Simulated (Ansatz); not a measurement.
CH4N2Se (`N=C(N)[SeH]`), relaxed with RKS PBE0-D4/def2-TZVP in Ansatz 0.2.0 from a PBE-D4/def2-SVP geometry. The force threshold is 0.005 eV/Å; the program also tests the step.

The species carries charge 0 and has multiplicity 1.

Start:

```xyz
8

N    -0.169    1.373    0.315
C    -0.082    0.158   -0.068
N    -1.183   -0.612   -0.357
Se    1.570   -0.866   -0.478
H     0.736    1.856    0.327
H    -2.078   -0.158   -0.150
H    -1.129   -1.610   -0.155
H     2.335   -0.141    0.565
```

Question: By how much does the energy fall, and how many steps does the optimiser take? (Estimate.)

Answer: Computed: 0.04 eV, in 11 steps, 2 of them rejected.

Question: Which bonds change most? (Best estimate.)

Answer: The calculation gave: C2–Se4 from 1.987 to 1.951 Å; Se4–H8 from 1.483 to 1.466 Å; N1–C2 from 1.276 to 1.261 Å; N3–H7 from 1.021 to 1.005 Å.

Question: Give the relaxed structure. (An estimate is asked.)

Answer: Ansatz gave: 
```xyz
8

N    -0.163    1.354    0.298
C    -0.079    0.151   -0.072
N    -1.180   -0.605   -0.355
Se    1.546   -0.862   -0.444
H     0.731    1.825    0.339
H    -2.058   -0.157   -0.139
H    -1.131   -1.591   -0.170
H     2.334   -0.115    0.542
```
